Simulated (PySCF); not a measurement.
Structure problem from calculated spectra and properties.

Elements present: C, F, H and O. Monoisotopic mass: 154.0442 u.

| Property | Result |
| --- | --- |
| NMR, other nuclei | isotropic shieldings of nuclei other than C and H, by class: 191 (1 O), 267 (1 O), 300 (1 O), 278 (1 F), 286 (1 F) ppm [GIAO PBE0/pcSseg-1] |
| Rotational structure | rotational constants A, B, C: 3.262, 0.703, 0.658 GHz [GFN2-xTB] |
| Dipole | 3.36 D [PBE0/pcSseg-1] |
| 1H NMR | chemical shifts (computed TMS as zero) by class: 6.89 (1 H), 5.22 (1 H), 3.96 (1 H), 3.96 (1 H), 3.85 (1 H), 3.75 (1 H), 3.66 (1 H), 3.57 (1 H) ppm [GIAO PBE0/pcSseg-1] |
| 13C NMR | chemical shifts (computed TMS as zero) by class: 122.0 (1 C), 98.2 (1 C), 73.0 (1 C), 69.4 (1 C), 69.3 (1 C) ppm [GIAO PBE0/pcSseg-1] |

The electronic properties come from PySCF, for the isolated species, density fitting. Levels stand in brackets. Geometry: GFN2-xTB, one conformer, isolated molecule. Each NMR value is the plain mean over a class of atoms that symmetry, rotation or inversion makes alike.

Question: Which formula fits the mass and the elements?

Answer: C5H8F2O3 (calculated 154.0442). No other formula that holds each of these elements comes within 0.0003 u with a fitting electron parity and a possible valence count.

Question: Propose a structure and show how it fits.

Answer: Numbering: `[F:1][CH:2]([F:3])[O:4][C@@H:5]1[CH2:6][O:7][CH2:8][CH2:9][O:10]1`. Its formula, C5H8F2O3, gives 1 degree of unsaturation: 1 ring and 0 π bonds in the structure found. 5 carbons fall into 5 classes; from least to most shielded: CHF2 carbon [C2] (122.0 ppm), sp3 carbon bearing two oxygens [C5] (98.2 ppm), ring sp3 carbon bound to oxygen [C6] (73.0 ppm), ring sp3 carbon bound to oxygen [C9] (69.4 ppm), ring sp3 carbon bound to oxygen [C8] (69.3 ppm). Hydrogen classes from least to most shielded: 1 H on a CHF2 carbon, C2 (6.89 ppm), 1 H on an sp3 carbon bearing two oxygens, C5 (5.22 ppm), 1 H on an sp3 carbon bound to oxygen, C9 (3.96 ppm), 1 H on an sp3 carbon bound to oxygen, C6 (3.96 ppm), 1 H on an sp3 carbon bound to oxygen, C9 (3.85 ppm), 1 H on an sp3 carbon bound to oxygen, C8 (3.75 ppm), 1 H on an sp3 carbon bound to oxygen, C8 (3.66 ppm), 1 H on an sp3 carbon bound to oxygen, C6 (3.57 ppm). The other shieldings belong to: 191 ppm, ether oxygen [O4]; 267 ppm, cyclic ether oxygen [O10]; 300 ppm, cyclic ether oxygen [O7]; 278 ppm, fluorine of a CF2 group [F3]; 286 ppm, fluorine of a CF2 group [F1]. The optimised geometry has point group C1 and is an asymmetric top. Structure: `FC(F)O[C@@H]1COCCO1`. Computed isomers that give other values at the same levels: `CCO[C@@H]1O[C@H]1OC(F)F` (13C chemical shifts (computed TMS as zero) by class: 123.2 (1 C), 81.1 (1 C), 76.4 (1 C), 68.7 (1 C), 17.2 (1 C) ppm). The assignments are read from this structure; whether some other isomer fits the data as well wasn't checked. The mirror image fits equally.
